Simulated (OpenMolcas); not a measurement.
Computed levels of 5d3 in ions with 71 electrons, in cm-1 above 4F 3/2.

- Program: OpenMolcas 26.06
- Method: MS-CASPT2, IPEA 0.25 Eh, imaginary shift 0.1 Eh
- Basis: ANO-R2
- Scalar Hamiltonian: X2C, finite nucleus
- Spin-orbit coupling: RASSI with atomic mean-field integrals over the reference wave functions, term energies averaged over their components

Active space for each ion: 3 electrons in 10 orbitals (5d 6d); closed shells correlated by CASPT2: 5s 5p.

| Level | Re4+ | Os5+ | Pt7+ |
| --- | --- | --- | --- |
| 4F 5/2 | 5030 | 6520 | 10150 |
| 4F 7/2 | 9260 | 11650 | 17140 |
| 4P 1/2 | 14470 | 16980 | 22370 |
| 2G 7/2 | 19590 | 23350 | 32010 |
| 2H 9/2 | 20700 | 24620 | 33840 |
| 4P 5/2 | 21610 | 25390 | 33950 |
| 2P 1/2 | 23970 | 29150 | 40170 |
| 2H 11/2 | 28190 | 33090 | 44150 |
| 2D 5/2(1) | 29880 | 35360 | 47300 |

Estimate 4F 7/2, 4P 1/2, 2G 7/2 for Ir6+ from its neighbours Os5+ and Pt7+.

4F 7/2 is fine structure, which grows about as the fourth power of a screened charge, so the fourth roots are averaged: ((11650^0.25 + 17140^0.25) / 2)^4 = 14197. The calculation gives 14230, so the estimate is off by -0.2 %.
4P 1/2 is another term, which grows about linearly with the charge: (16980 + 22370) / 2 = 19675. The calculation gives 19540, so the estimate is off by +0.7 %.
2G 7/2 is another term, which grows about linearly with the charge: (23350 + 32010) / 2 = 27680. The calculation gives 27420, so the estimate is off by +0.9 %.

Mixed levels, with the weight of the term that names them: Re4+ 4P 1/2 (63 %), Re4+ 2H 9/2 (56 %), Re4+ 2P 1/2 (63 %), Os5+ 4P 1/2 (67 %), Os5+ 2H 9/2 (56 %), Os5+ 2P 1/2 (67 %), Ir6+ 4P 1/2 (68 %), Ir6+ 2H 9/2 (55 %), Ir6+ 2P 1/2 (68 %), Pt7+ 4P 1/2 (67 %), Pt7+ 2G 7/2 (74 %), Pt7+ 2H 9/2 (54 %), Pt7+ 2P 1/2 (67 %).

CASPT2 does not keep the components of a term degenerate, so their means are used; among the terms shown or strongly mixed into the levels shown the widest spread is 570 cm-1 (5d3 4F, Os5+). Active for correlation alone: 6d; no level in the range computed is led by a configuration that fills it, so any true level of that kind is missing. Levels of configurations outside the active space are missing.

A number in round brackets counts repeated terms of one configuration in the order of the reference energies.
